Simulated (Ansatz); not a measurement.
The same path of ClFGeH2 + H2O (8 atoms, charge 0, multiplicity 1) was run twice with different band settings. Lost on the way: Ge1–F2, O6–H8. Made: Ge1–O6, F2–H8.

Computed with RKS BHLYP-D4/def2-SVP (Ansatz 0.2.0).

Relaxed end points:

```xyz
8
Properties=species:S:1:pos:R:3
Ge -0.116 0.237 -0.151
F -0.250 0.133 1.577
H 1.329 0.093 -0.569
H -0.799 1.551 -0.506
Cl -1.341 -1.338 -0.954
O 1.101 -2.181 1.065
H 0.406 -2.773 0.781
H 0.728 -1.724 1.819
```

```xyz
8
Properties=species:S:1:pos:R:3
Ge -0.069 -0.399 -0.312
F 0.989 0.125 2.314
H 1.275 0.177 -0.712
H -1.113 0.569 0.210
Cl -0.903 -1.413 -2.032
O 0.176 -1.709 0.875
H -0.080 -2.587 0.596
H 0.783 -0.764 2.124
```

Common settings: movable images 5; climbing image yes; spring 5.0 eV/Å²; optimiser quadratic models (default); start path through a guess of the saddle point; iteration limit 60; end points relaxed.

| run | force threshold |
| --- | --- |
| 1 | 0.05 eV/Å |
| 2 | 0.5 eV/Å |

(1) What does each run give, and how far can it be trusted?

Results:

(1) Run 1: converged after 15 iterations, highest image 0.871 eV above the first end. A vibrational analysis at the climbing image gives one clearly imaginary mode, 666i cm⁻¹: a first-order saddle point.
Run 2: converged after 11 iterations, highest image 0.883 eV above the first end. The threshold of 0.5 eV/Å is loose, so the images may lie well off the minimum-energy path. The order of the stationary point at the top wasn't checked.
The orbitals stay closed-shell, which can raise the energy where a bond breaks towards radicals; this wasn't checked here.
